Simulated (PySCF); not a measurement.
# C₆ coefficients of unlike pairs at TPSS

Calculated with PySCF 2.14 from the dipole response of each species, C₆(A,B) = (3/π) ∫ α_A(iu) α_B(iu) du, in atomic units, from isotropic polarisabilities. For ions this is the dispersion term alone; charge-induced terms of lower order in 1/R come first.

```csv
species,configuration,basis,relativity,α (bohr³),C₆ (like pair)
P⁺,[Ne] 3s2 3p2 (3P),"x2c-TZVPPall with one added diffuse shell each of s, p, d type (6s6p4d1f)",spin-free X2C,14.33,74.60
Mn⁺,[Ar] 3d5 4s1 (7S),dyall-av2z (16s12p7d2f),none,30.93,165.2
Pb,[Xe] 4f14 5d10 6s2 6p2 (3P),aug-cc-pVTZ-DK3 (9s8p6d3f),spin-free X2C,67.61,790.5
N²⁺,[He] 2s2 2p1 (2P),aug-cc-pwCVTZ (7s6p4d2f),none,2.619,3.786
```

Estimate C₆ for Mn⁺ with P⁺.

The integral gives 106.2. The combination rule 2 C_A C_B / (C_A α_B/α_A + C_B α_A/α_B) gives 103.8 and the geometric mean 111.0.

No spin-orbit coupling is included, so Pb, close to jj coupling, stand for model states.

The other pairs:

```csv
pair,C₆
"N²⁺, P⁺",16.35
"N²⁺, Mn⁺",22.42
"Pb, P⁺",233.4
"N²⁺, Pb",49.04
"Pb, Mn⁺",361.0
```
